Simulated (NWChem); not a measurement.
# Correlation energy of H3B

SMILES: B
```xyz
4

B      0.0000     0.0000     0.0000
H      0.0000     0.0000     1.2044
H     -1.0430     0.0000    -0.6022
H      1.0430     0.0000    -0.6022
```
Charge 0, spin multiplicity 1.

Program: NWChem. All single points use one geometry, from B3LYP/def2-SVP, a minimum by its harmonic frequencies.

Basis set: def2-SVP. Each correlation energy counts from its own Hartree-Fock reference.

The correlated methods keep 1 core orbital frozen. The structure started from a generated list of species. Coupled-cluster values serve here as a point of comparison, not as the truth.

**Question.** For the correlation energy, CR-CCSD[T] gives -117.1 mHa and CCSDT gives -117.5 mHa. What do CCSD give?

**Answer.** CCSD: -115.6 mHa.
